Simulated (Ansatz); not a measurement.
`[CH3][W]([CH3])(=[O])=[O]` at its PBE0-D4/def2-TZVP geometry, where that method's forces vanish. Charge 0, multiplicity 1. W: def2 effective core potential.

```xyz
11

C    -0.4137   -1.6021   -0.6924
W    -0.2524    0.4970   -0.5661
C     0.6533    1.1298    1.2304
O     0.6916    1.0461   -1.8709
O    -1.8146    1.1660   -0.6490
H    -1.0268   -1.9729    0.1362
H    -0.8751   -1.9257   -1.6286
H     0.5851   -2.0485   -0.6331
H     0.7297    2.2179    1.2943
H     0.0589    0.7799    2.0815
H     1.6639    0.7124    1.2975
```

Problem. What forces (eV/Å) does r2SCAN-D4/def2-TZVPP give on these atoms in Ansatz? (Best estimate.)

Solution. The calculation gave: 
```
C1  -0.003 -0.037 -0.006
W2   0.194 -0.385  0.436
C3   0.016  0.015  0.032
O4   0.261  0.187 -0.409
O5  -0.468  0.221 -0.055
H6   0.005  0.002 -0.014
H7   0.006 -0.011  0.017
H8  -0.015  0.003 -0.005
H9   0.007 -0.014  0.012
H10  0.007  0.008 -0.009
H11 -0.011  0.010  0.000
```
